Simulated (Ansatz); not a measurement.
CH3O (SMILES C[O]), doublet, geometry from GFN2-xTB. Base run: Ansatz (a quantum-chemistry and plane-wave program) with SVWN5/def2-SVP.

Input for Ansatz:
Ansatz 0.2 input:
```yaml
crystal:
  periodic: [false, false, false]
  atoms:
    - {symbol: C, position_ang: [0.00737565, -0.54258092, -0.03551608]}
    - {symbol: O, position_ang: [-0.02399647, 0.76721111, 0.02617374]}
    - {symbol: H, position_ang: [1.05649778, -0.91275134, 0.04462160]}
    - {symbol: H, position_ang: [-0.43522191, -0.98812215, 0.88627883]}
    - {symbol: H, position_ang: [-0.47355799, -0.98132992, -0.92719387]}
basis:
  gaussian:
    orbitals: def2-SVP
hamiltonian:
  xc: {name: SVWN5}
magnetization: {spin_polarized: true, initial_magnetization: 1}
```

Each row names what was changed in the base input (with any setting that the change needs).

| change | E (Eh) | SCF-reference <S^2> |
|---|---|---|
| base | -114.02752 | 0.752 |
| functional = B2PLYP | -114.84158 | 0.756 |
| functional = pbe0; dispersion = d3bj | -114.83134 | 0.754 |
| functional = pbe0 | -114.83017 | 0.754 |
| functional = PBE0-DH | -114.81845 | 0.755 |
| functional = lc_wpbe | -114.89119 | 0.754 |
| functional = b3lyp | -114.96114 | 0.753 |
| functional = hf | -114.32824 | 0.759 |
| functional = revpbe | -114.92535 | 0.752 |
| functional = B97M-V | -114.92920 | 0.754 |
| functional = cam_b3lyp | -114.90837 | 0.754 |
| functional = wB97X-V | -114.91778 | 0.754 |
| functional = PBE-QIDH | -114.77977 | 0.757 |

Totals shift with the method and basis; they matter in differences.
